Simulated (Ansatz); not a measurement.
Program: Ansatz. Geometries: PBE0-D4/def2-TZVP. ΔE: electronic, gas phase. CCSD(T)/CBS adds triple-zeta CCSD(T) − MP2 to the extrapolated MP2 energy (def2 sets, frozen cores). This one scheme is used for every species. Functionals use def2-TZVPP. B3LYP here is the variant with VWN-RPA as its local correlation; programs differ in this. For Br outer-core shells are correlated without core-valence functions, which leaves a few kJ/mol of doubt a bond. Scalar relativity is left out up to krypton. One conformer a species, not always the lowest.

`O[SiH](Br)O[SiH3]` + HCl → `O[SiH](Cl)Br` + `O[SiH3]`  (ligand exchange at the Si–O bond)

(1) Is it downhill or uphill in electronic energy at CCSD(T)/CBS, and by how much? (Best estimate.)

(2) What do these levels give: LDA (SPW92), BLYP-D4, r2SCAN0-D4, PBE, B3LYP, MP2/def2-QZVPP? (Estimate.)

Largest T1 diagnostic among the species: 0.011.

Results:

(1) Computed: Uphill: ΔE = +32.0 kJ/mol.

(2) Computed: LDA (SPW92) 23.3, BLYP-D4 30.0, r2SCAN0-D4 28.9, PBE 15.4, B3LYP 27.4, MP2/def2-QZVPP 29.6 kJ/mol.

Leaving LDA and LC-ωPBE aside and taking each functional with its dispersion term where it has one, the values, not all of them listed here, spread over 19.9 kJ/mol, from revPBE-D4 to BHLYP-D4. LDA lies +8.0 kJ/mol from PBE without D4. The D4 term adds +5.6 kJ/mol with B3LYP and +3.5 kJ/mol with PBE0; it sums over pairs of atoms, weighted by their polarisabilities, and B3LYP, whose exchange is more repulsive, gets the larger term. From PBE to PBE0 (25 % exact exchange), in def2-TZVPP and without D4, ΔE moves by +4.6 kJ/mol.
